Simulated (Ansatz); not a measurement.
The cation of BGeH5 (`[BH2][GeH3]`) at the neutral geometry.

```yaml
crystal:
  periodic: [false, false, false]
  atoms:
    - {symbol: B, position_ang: [0.007514, -1.219761, 0.268141]}
    - {symbol: Ge, position_ang: [0.048913, 0.786073, -0.183426]}
    - {symbol: H, position_ang: [-1.044429, -1.784605, 0.312779]}
    - {symbol: H, position_ang: [0.997738, -1.849310, 0.488553]}
    - {symbol: H, position_ang: [-0.601107, 1.019673, -1.562171]}
    - {symbol: H, position_ang: [-0.799795, 1.566202, 0.840742]}
    - {symbol: H, position_ang: [1.452467, 1.413727, -0.210316]}
basis:
  gaussian: {orbitals: def2-TZVPP}
total_charge: 1
magnetization: {spin_polarized: true, initial_magnetization: 1}
correlation: {method: ccsd_t}
scf: {omitted_lower_state_checks: [cluster_reference]}
```

```sh
$ ansatz run in.yaml --threads 2 --pin off --events-out ev --progress --plain
```

Shortened log:

```
Functional definition: HF
883 factors; integrals over basis functions are off by at most 1.1e-3 eV
mean field evaluation 1: about -57212.4492 eV, gradient 9.7e0 eV
mean field evaluation 2: about -57212.4510 eV, gradient 9.7e0 eV
mean field evaluation 4: about -57213.5818 eV, gradient 7.3e-1 eV
mean field evaluation 8: about -57213.5958 eV, gradient 5.6e-3 eV
mean field -57213.59578043 eV, -2102.5608641627 hartree, gradient 7.4e-6 eV, S^2 0.759471; 2 other end points of the search recorded, 0 dependent functions left out
10 core orbitals not correlated: weight in the atoms' cores, before any rotation towards them, 1.000 or more for the frozen orbitals, at most 0.000 for the correlated occupied ones
reference -57213.59578043 eV, -2102.5608641627 hartree; 11, 10 occupied and 128, 129 virtual orbitals, 883 factors
second order -9.21718220 eV of doubles, -0.00000000 eV of singles
cycle   1  -9.64576206 eV  change   -4.3e-1 eV  update   8.7e-2
cycle   2  -10.08744862 eV  change   -4.4e-1 eV  update   3.0e-2
cycle   3  -10.14518409 eV  change   -5.8e-2 eV  update   1.5e-2
cycle   4  -10.14049083 eV  change    4.7e-3 eV  update   4.9e-3
cycle   5  -10.14079896 eV  change   -3.1e-4 eV  update   1.9e-3
cycle   6  -10.14032332 eV  change    4.8e-4 eV  update   7.7e-4
cycle   7  -10.14044299 eV  change   -1.2e-4 eV  update   4.1e-4
cycle   8  -10.14058109 eV  change   -1.4e-4 eV  update   3.1e-4
cycle   9  -10.14061193 eV  change   -3.1e-5 eV  update   2.5e-4
cycle  10  -10.14053436 eV  change    7.8e-5 eV  update   1.6e-4
cycle  11  -10.14056904 eV  change   -3.5e-5 eV  update   6.7e-5
cycle  12  -10.14055332 eV  change    1.6e-5 eV  update   3.0e-5
cycle  13  -10.14056641 eV  change   -1.3e-5 eV  update   1.1e-5
perturbative correction -0.31194872 eV, -0.0114639039 hartree
Total energy: -57224.04829556 eV, -2102.9449870086 hartree
Checks for a lower state left out: cluster_reference
```

It took 47 s on 2 threads of a server CPU on a shared host, with 2.2 GiB of host memory at the peak.
